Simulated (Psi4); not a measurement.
C3H13GeNSi, singlet, geometry from GFN2-xTB; PBE0/6-31G** run with Psi4.

Input for Psi4:
```
memory 2 GB

molecule {
0 1
  Si    1.72713265    0.06506850    0.66363571
  N     2.60988381   -0.70369152   -0.60010385
  Ge   -0.53081326    0.08907017   -0.00884126
  C    -0.94060949    1.53602567   -1.31256931
  C    -1.11732961   -1.61693379   -0.86352124
  C    -1.74074137    0.37471943    1.54522076
  H     2.32647252    1.39726013    0.77205769
  H     1.87241462   -0.57138909    1.98784678
  H     2.22497042   -1.53192105   -1.02524050
  H     3.60844966   -0.79977535   -0.51092667
  H    -1.98949442    1.51722908   -1.59700538
  H    -0.34543575    1.42709770   -2.21485999
  H    -0.72579619    2.51305888   -0.88843348
  H    -0.94690941   -2.46629154   -0.20679409
  H    -2.17873990   -1.58247761   -1.09456913
  H    -0.58111579   -1.79698230   -1.79167295
  H    -1.52257255    1.31728879    2.04016636
  H    -1.63331100   -0.41873445    2.27988140
  H    -2.77986925    0.39740476    1.22751635
}

set basis 6-31g**

energy('pbe0')
print_variables()
```

Q: Predict the main parts of the log of this Psi4 run.

A: 
```
   => Loading Basis Set <=

    Name: 6-31G**
    Role: ORBITAL
    Keyword: BASIS

         ---------------------------------------------------------
                                   SCF
               by Justin Turney, Rob Parrish, Andy Simmonett
                          and Daniel G. A. Smith
                              RKS Reference
         ---------------------------------------------------------

  ==> Geometry <==

    Molecular point group: c1
    Full point group: C1

    Geometry (in Angstrom), charge = 0, multiplicity = 1:

       Center              X                  Y                   Z               Mass
    ------------   -----------------  -----------------  -----------------  -----------------
         SI           1.743181366356     0.056137950689     0.658125722151    27.976926534650
         N            2.625932526356    -0.712622069311    -0.605613837849    14.003074004430
         GE          -0.514764543644     0.080139620689    -0.014351247849    73.921177761000
         C           -0.924560773644     1.527095120689    -1.318079297849    12.000000000000
         C           -1.101280893644    -1.625864339311    -0.869031227849    12.000000000000
         C           -1.724692653644     0.365788880689     1.539710772151    12.000000000000
         H            2.342521236356     1.388329580689     0.766547702151     1.007825032230
         H            1.888463336356    -0.580319639311     1.982336792151     1.007825032230
         H            2.241019136356    -1.540851599311    -1.030750487849     1.007825032230
         H            3.624498376356    -0.808705899311    -0.516436657849     1.007825032230
         H           -1.973445703644     1.508298530689    -1.602515367849     1.007825032230
         H           -0.329387033644     1.418167150689    -2.220369977849     1.007825032230
         H           -0.709747473644     2.504128330689    -0.893943467849     1.007825032230
         H           -0.930860693644    -2.475222089311    -0.212304077849     1.007825032230
         H           -2.162691183644    -1.591408159311    -1.100079117849     1.007825032230
         H           -0.565067073644    -1.805912849311    -1.797182937849     1.007825032230
         H           -1.506523833644     1.308358240689     2.034656372151     1.007825032230
         H           -1.617262283644    -0.427664999311     2.274371412151     1.007825032230
         H           -2.763820533644     0.388474210689     1.222006362151     1.007825032230

  Running in c1 symmetry.

  Rotational constants: A =      0.08479  B =      0.04148  C =      0.03941 [cm^-1]
  Rotational constants: A =   2541.98256  B =   1243.41178  C =   1181.55496 [MHz]
  Nuclear repulsion =  581.011134375066035

  Charge       = 0
  Multiplicity = 1
  Electrons    = 84
  Nalpha       = 42
  Nbeta        = 42

  ==> Algorithm <==

  SCF Algorithm Type is DF.
  DIIS enabled.
  MOM disabled.
  Fractional occupation disabled.
  Guess Type is SAD.
  Energy threshold   = 1.00e-06
  Density threshold  = 1.00e-06
  Integral threshold = 1.00e-12

  ==> Primary Basis <==

  Basis Set: 6-31G**
    Blend: 6-31G**
    Number of shells: 83
    Number of basis functions: 179
    Number of Cartesian functions: 179
    Spherical Harmonics?: false
    Max angular momentum: 2

  ==> DFT Potential <==

   => LibXC <=

    Version 7.1.2
    S. Lehtola, C. Steigemann, M. J. T. Oliveira, and M. A. L. Marques,  SoftwareX 7, 1–5 (2018) (10.1016/j.softx.2017.11.002)

   => Composite Functional: PBE0 <=

    PBE0 Hyb-GGA Exchange-Correlation Functional

    C. Adamo and V. Barone,  J. Chem. Phys. 110, 6158 (1999) (10.1063/1.478522)
    M. Ernzerhof and G. E. Scuseria,  J. Chem. Phys. 110, 5029 (1999) (10.1063/1.478401)

    Deriv               =              1
    GGA                 =           TRUE
    Meta                =          FALSE

    Exchange Hybrid     =           TRUE
    MP2 Hybrid          =          FALSE

   => Exchange Functionals <=

[...]
  Using in-core AOs.

  ==> MemDFJK: Density-Fitted J/K Matrices <==

    J tasked:                   Yes
    K tasked:                   Yes
    wK tasked:                   No
    Algorithm:                 Core
    Schwarz Cutoff:           1E-12
    Mask sparsity (%):      10.2306
    Fitting Condition:        1E-10

   => Auxiliary Basis Set <=

  Basis Set: (6-31G** AUX)
    Blend: CC-PVDZ-JKFIT
    Number of shells: 296
    Number of basis functions: 988
    Number of Cartesian functions: 988
    Spherical Harmonics?: false
    Max angular momentum: 3

  Minimum eigenvalue in the overlap matrix is 6.0683459561E-04.
  Reciprocal condition number of the overlap matrix is 8.2091006018E-05.
    Using symmetric orthogonalization.

  ==> Pre-Iterations <==

  SCF Guess: Superposition of Atomic Densities via on-the-fly atomic UHF (no occupation information).

   -------------------------
    Irrep   Nso     Nmo
   -------------------------
     A        179     179
   -------------------------
    Total     179     179
   -------------------------

  ==> Iterations <==

                           Total Energy        Delta E     RMS |[F,P]|

   @DF-RKS iter SAD: -2538.28113121978458   -2.53828e+03   0.00000e+00
   @DF-RKS iter   1: -2540.52182974582092   -2.24070e+00   1.69427e-02 DIIS/ADIIS
   @DF-RKS iter   2: -2535.26843222707930    5.25340e+00   3.68384e-02 DIIS/ADIIS
   @DF-RKS iter   3: -2542.32113410514694   -7.05270e+00   3.11924e-03 DIIS/ADIIS
   @DF-RKS iter   4: -2542.37337765584198   -5.22436e-02   1.84239e-03 DIIS/ADIIS
   @DF-RKS iter   5: -2542.41807307998624   -4.46954e-02   1.78943e-04 DIIS/ADIIS
   @DF-RKS iter   6: -2542.41841976912974   -3.46689e-04   7.58275e-05 DIIS
   @DF-RKS iter   7: -2542.41850326583472   -8.34967e-05   1.61704e-05 DIIS
   @DF-RKS iter   8: -2542.41850815750831   -4.89167e-06   2.71528e-06 DIIS
   @DF-RKS iter   9: -2542.41850828606584   -1.28558e-07   4.08359e-07 DIIS
  Energy and wave function converged.

  ==> Post-Iterations <==

   Electrons on quadrature grid:
      Ntotal   =   83.9999697176 ; deviation = -3.028e-05

    Orbital Energies [Eh]
    ---------------------

    Doubly Occupied:

[...]
    Virtual:

[...]
    Final Occupation by Irrep:
              A
    DOCC [    42 ]
    NA   [    42 ]
    NB   [    42 ]

  @DF-RKS Final Energy: -2542.41850828606584

   => Energetics <=

    Nuclear Repulsion Energy =            581.0111343750660353
    One-Electron Energy =               -4691.0332458247312388
    Two-Electron Energy =                1663.9249655906471617
    DFT Exchange-Correlation Energy =     -96.3213624270478874
    Empirical Dispersion Energy =           0.0000000000000000
    VV10 Nonlocal Energy =                  0.0000000000000000
    Total Energy =                      -2542.4185082860662988

Computation Completed

Properties will be evaluated at   0.000000,   0.000000,   0.000000 [a0]

Properties computed using the SCF density matrix

 Multipole Moments:

 ------------------------------------------------------------------------------------
     Multipole            Electronic (a.u.)      Nuclear  (a.u.)        Total (a.u.)
 ------------------------------------------------------------------------------------

 L = 1.  Multiply by 2.5417464519 to convert [e a0] to [Debye]
 Dipole X            :         -2.4918659            2.5475242            0.0556583
 Dipole Y            :          1.0021342           -1.4176093           -0.4154751
 Dipole Z            :          0.7463946           -0.8746383           -0.1282437
 Magnitude           :                                                    0.4383650

 ------------------------------------------------------------------------------------

  Variable Map:
  ----------------------------------------------------------------------------
[...]
  Array Variable Map:
  ----------------------------------------------------------------------------
[...]
[...]
```
